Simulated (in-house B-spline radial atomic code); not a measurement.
A run on Cr⁻ that did not converge. Method: scalar-relativistic (X2C) HSE06, spin-polarised, spherical fractional occupations, exact exchange averaged over the configuration, Fermi nucleus of rms radius 3.6452 fm; computed with an all-electron radial atomic-structure program (B-spline basis).

Command:
```bash
python run_scf.py task.json out
```
Settings (nuclear radius in fm, mass in u):
```
Z                24
configuration    [Ar] 3d5 4s2
hamiltonian      x2c
method           hse06
spin_polarised   True
nucleus          fermi
rms_radius       3.6452
atomic_mass      51.9405
speed_of_light   137.035999084
exact_exchange   averaged over the configuration
```

First and last ten iterations of the last attempt (damped for 15 steps, keeping 80 % of the old Fock matrix, then DIIS):
```
 iter        energy (Eh)    residual
    1       -1042.263027    3.19e-01
    2       -1043.158970    4.59e-01
    3       -1046.601860    2.91e-01
    4       -1048.579345    1.88e-01
    5       -1049.648638    1.12e-01
    6       -1050.187397    7.66e-02
    7       -1050.438232    5.00e-02
    8       -1050.546417    3.63e-02
    9       -1050.591204    2.50e-02
   10       -1050.610662    1.68e-02
  111       -1050.373594    3.45e-02
  112       -1050.630310    5.37e-03
  113       -1050.632646    4.25e-03
  114       -1050.629495    5.74e-03
  115       -1050.628823    6.06e-03
  116       -1050.625547    8.16e-03
  117       -1050.627229    7.13e-03
  118       -1050.630085    5.02e-03
  119       -1050.630304    4.86e-03
  120       -1050.631204    4.45e-03
 not converged after 120 iterations
```

The smallest residual met was 8.7e-04; the threshold is about 2e-07. No energy from this run should be used. Cost of the run: 15 s on 1 thread of Arm Neoverse N1, on a shared host.
